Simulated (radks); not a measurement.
Results of a calculation; reference values are marked as such.
Initial-state core-level shifts of the hafnium ion Hf+ when its valence configuration changes from [Xe] 4f14 5d1 6s2. Level of theory: Dirac Kohn-Sham, BLYP, spin-unpolarised, spherical densities, finite nucleus; open shells are shared between the two j in proportion to 2j + 1; Fermi nuclear charge, rms radius 5.347 fm (a radial shooting solver on a logarithmic mesh with Libxc functionals). Shifts are changes of the shell-averaged eigenvalues in eV (positive: less bound); the change of the density at the nucleus, which sets a Mossbauer isomer shift, is in e/bohr^3, on a base of 1.209e+06.

[
 {"valence": "4f14 5d1 6s1 6p1", "3s": "-1.455", "3p": "-1.455", "4d": "-1.460", "5s": "-1.451", "density at nucleus": "-68.8"},
 {"valence": "4f14 5d2 6p1", "3s": "+0.894", "3p": "+0.894", "4d": "+0.917", "5s": "+0.920", "density at nucleus": "-151.7"},
 {"valence": "4f13.5 5d1.5 6s2", "3s": "-5.104", "3p": "-5.093", "4d": "-4.532", "5s": "-2.239", "density at nucleus": "+36.7"},
 {"valence": "4f14 5d0.5 6s2 6p0.5", "3s": "-2.025", "3p": "-2.025", "4d": "-2.041", "5s": "-2.023", "density at nucleus": "+13.8"},
 {"valence": "4f14 5d2 6s0.5 6p0.5", "3s": "+1.587", "3p": "+1.587", "4d": "+1.613", "5s": "+1.613", "density at nucleus": "-117.3"},
 {"valence": "4f14 5d3", "3s": "+4.204", "3p": "+4.204", "4d": "+4.258", "5s": "+4.281", "density at nucleus": "-156.5"},
 {"valence": "4f14 6s2 6p1", "3s": "-4.124", "3p": "-4.125", "4d": "-4.157", "5s": "-4.106", "density at nucleus": "+28.6"},
 {"valence": "4f14 5d2 6s1", "3s": "+2.294", "3p": "+2.294", "4d": "+2.322", "5s": "+2.321", "density at nucleus": "-84.6"},
 {"valence": "4f12 5d1 6s2 6p2", "3s": "-30.959", "3p": "-30.908", "4d": "-28.069", "5s": "-17.507", "density at nucleus": "+223.1"}
]
